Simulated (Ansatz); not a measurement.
Born–Oppenheimer molecular dynamics of CH12OSi4 (18 atoms, charge 0, multiplicity 1). It starts from a relaxed structure.

Level of theory: RKS B3LYP-D4/STO-3G (Ansatz).

* ensemble: NVT, Nosé–Hoover chain
* time step: 1 fs
* steps asked: 454
* set temperature: 500 K
* thermostat: time constant 100 fs, chain length 1
* seed: 352083

First frame:

```xyz
18
Properties=species:S:1:pos:R:3
Si 0.020 -0.096 0.015
O 0.223 -0.326 1.735
C -1.066 -0.356 2.421
H -1.731 -1.185 2.086
H -0.865 -0.506 3.501
H -1.645 0.591 2.317
Si 2.145 0.033 -0.754
H 2.905 -1.148 -0.414
H 2.143 0.154 -2.194
H 2.837 1.183 -0.218
Si -1.118 1.821 -0.431
H -2.539 1.679 -0.202
H -0.651 2.928 0.373
H -0.941 2.184 -1.818
Si -1.067 -1.851 -0.937
H -2.357 -2.093 -0.331
H -1.296 -1.580 -2.338
H -0.303 -3.075 -0.848
```

Q: How far do the bonds stretch over the last three quarters of this one trajectory? (Pairs bonded in most of those frames.)

A: 
| bond | mean (Å) | spread (Å) | shortest | longest |
| --- | --- | --- | --- | --- |
| Si1–O2 | 1.750 | 0.034 | 1.68 | 1.84 |
| Si1–Si7 | 2.288 | 0.069 | 2.16 | 2.41 |
| Si1–Si11 | 2.289 | 0.081 | 2.11 | 2.46 |
| Si1–Si15 | 2.292 | 0.069 | 2.16 | 2.46 |
| O2–C3 | 1.466 | 0.025 | 1.42 | 1.53 |
| C3–H4 | 1.118 | 0.016 | 1.08 | 1.16 |
| C3–H5 | 1.118 | 0.024 | 1.06 | 1.18 |
| C3–H6 | 1.119 | 0.019 | 1.06 | 1.17 |
| Si7–H8 | 1.450 | 0.021 | 1.42 | 1.48 |
| Si7–H9 | 1.450 | 0.027 | 1.40 | 1.50 |
| Si7–H10 | 1.450 | 0.028 | 1.40 | 1.51 |
| Si11–H12 | 1.459 | 0.070 | 1.33 | 1.58 |
| Si11–H13 | 1.459 | 0.079 | 1.33 | 1.60 |
| Si11–H14 | 1.449 | 0.028 | 1.40 | 1.50 |
| Si15–H16 | 1.458 | 0.065 | 1.34 | 1.59 |
| Si15–H17 | 1.451 | 0.038 | 1.38 | 1.53 |
| Si15–H18 | 1.452 | 0.037 | 1.38 | 1.54 |

Mean temperature of the second half: 735 K. The conserved energy stayed within 2.8 meV per atom of its start (net change 0.91 meV per atom), so there is no drift, though single steps change it by up to 21 meV in the whole system, a sign of fast motions only just resolved. The mean temperature of the second half is 47 % above the set value. A run of 0.45 ps of so small a system gives no equilibrium averages. Limits of this set-up: minimal basis.

The run took 44 min on 1 thread of Arm Neoverse V1, on a shared host, peak memory 0.16 GiB.
